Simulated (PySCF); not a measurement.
Spectrum to structure. Theory: TDDFT PBE0/def2-SVPD, vertical, gas phase, core orbitals frozen in the response (PySCF 2.14.0, density-fitted response routines). Geometries: PBE0-D3(BJ)/def2-SVP, one conformer each.

| state | E (eV) | f | main configurations (H = HOMO, L = LUMO) |
| --- | --- | --- | --- |
| S1 | 5.05 | 0.031 | H-1→L (33%), H→L+1 (33%), H→L (18%) |
| S2 | 5.18 | 0.184 | H→L (56%), H→L+1 (20%), H-2→L (15%) |
| S3 | 5.22 | 0.088 | H→L+2 (28%), H→L (21%), H-2→L (19%) |
| S4 | 5.80 | 0.085 | H→L+1 (29%), H-1→L (19%), H-2→L (15%) |
| S5 | 5.84 | 0.016 | H→L+2 (33%), H-1→L+1 (20%), H-1→L (14%) |
| S6 | 5.98 | 0.066 | H-1→L+1 (46%), H-3→L (19%), H-2→L (13%) |
| S7 | 6.00 | 0.029 | H-3→L (30%), H→L+3 (25%), H→L+2 (14%) |
| S8 | 6.13 | 0.0050 | H-1→L+2 (34%), H→L+3 (29%), H-2→L+1 (25%) |
| S9 | 6.29 | 0.098 | H-3→L+1 (26%), H-2→L+1 (16%), H-1→L+2 (15%) |
| S10 | 6.33 | 0.107 | H-2→L+1 (28%), H-2→L+2 (19%), H-1→L+3 (14%) |

Triplets computed (Tamm–Dancoff): 3.75, 4.11, 4.49, 4.51 eV.

Orbital energies (eV): HOMO-3 -7.70, HOMO-2 -7.36, HOMO-1 -7.08, HOMO -6.68, LUMO -0.77, LUMO+1 -0.39, LUMO+2 -0.11.

Question: Which candidate is it? All have the formula C13H12.
A. `CC1=CC=CC=C1C1=CC=CC=C1`
B. `c1cccc(c1)C1C=CCC=CC=1`
C. `C1(C=C)[C@H]2C[C@@H](C=1)c1ccccc21`
D. `C=C(C)C1=CC2=CC=CC=C2C=C1`

Answer: A. Its S1, at 5.05 eV, is the highest among the candidates; the nearest of the others has S1 at 4.47 eV. S1 is HOMO-1→LUMO (33%), HOMO→LUMO+1 (33%), HOMO→LUMO (18%). Löwdin shares by element: HOMO carbon 48% or more (atoms not listed hold the other 52%); LUMO carbon 45% or more (atoms not listed hold the other 55%). At the same level the other candidates give, for their lowest levels:
- `C1=CCC=CC(c2ccccc2)=C1`: 4.19 eV (f 0.274); 4.78 eV (f 0.007); 4.84 eV (f 0.001); 5.24 eV (f 0.228); 5.25 eV (f 0.025); T1 2.75 eV; HOMO -6.18, LUMO -1.34 eV
- `C=C(C)c1ccc2ccccc2c1`: 4.17 eV (f 0.068); 4.25 eV (f 0.006); 5.13 eV (f 0.782); 5.39 eV (f 0.094); 5.52 eV (f 0.034); T1 2.81 eV; HOMO -6.19, LUMO -1.39 eV
- `C=CC1=C[C@@H]2C[C@H]1c1ccccc12`: 4.47 eV (f 0.076); 4.97 eV (f 0.006); 5.07 eV (f 0.071); 5.33 eV (f 0.134); 5.59 eV (f 0.249); T1 2.76 eV; HOMO -6.20, LUMO -1.05 eV

The values belong to the conformer `[CH3:1][c:2]1[cH:3][cH:4][cH:5][cH:6][c:7]1-[c:8]1[cH:9][cH:10][cH:11][cH:12][cH:13]1`: C6–C7–C8–C9 -124°.
